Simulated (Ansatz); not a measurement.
`BCS[SiH2]F` + HCl → `F[SiH2]Cl` + `BCS` at 700 K and 1 bar (ligand exchange at the Si–S bond).

Isolated molecules relaxed with PBE0-D4/def2-TZVP in Ansatz; ΔE leaves out vibrations. CBS: MP2 limit from def2 TZ/QZ plus the TZ coupled-cluster correction, frozen cores. This one scheme is used for every species. One conformer a species, not always the lowest.

```tsv
species	CCSD(T)/CBS energy (Eh)	H − E (kJ/mol)	S (J/(mol·K))
`BCS[SiH2]F`	-853.16736	267.0	500.1
HCl	-460.38127	38.4	211.8
`F[SiH2]Cl`	-849.96195	99.5	342.2
`BCS`	-463.59975	203.6	385.6
```

H − E and S are ideal-gas, rigid-rotor, harmonic terms from PBE0-D4/def2-TZVP, for one conformer and one mirror image of each species. 1 Eh = 2625.50 kJ/mol, R = 8.31446 J/(mol·K).

Question: By hand: ΔE, ΔH, ΔS and ΔG.

Answer: ΔE = (-849.96195) + (-463.59975) − (-853.16736) − (-460.38127) = -0.01307 Eh = -34.3 kJ/mol. Δ(H − E) = 99.5 + 203.6 − 267.0 − 38.4 = -2.3, so ΔH = -36.6 kJ/mol. ΔS = 342.2 + 385.6 − 500.1 − 211.8 = 15.9 J/(mol·K). ΔG = -36.6 − 700 × (15.9)/1000 = -47.7 kJ/mol.

Question: By hand: the equilibrium constant, and the temperature at which ΔG would vanish if ΔH and ΔS stayed fixed.

Answer: log₁₀ K = −ΔG/(RT ln 10) = 3.6. ΔH and −TΔS have one sign here, so there is no such temperature.

ΔH outweighs TΔS. A doubt of 5 kJ/mol in ΔE shifts log₁₀ K by 0.4 here. Other conformers and mirror images would add mixing entropy, several J/(mol·K) or more a flexible species. Modes under 60 cm⁻¹, often nearly free rotors, make the harmonic entropy too high. These are equilibria of isolated gas molecules and say nothing of rates. Largest T1 diagnostic: 0.011 (customary marks: 0.02 for closed shells, 0.045 for open ones).
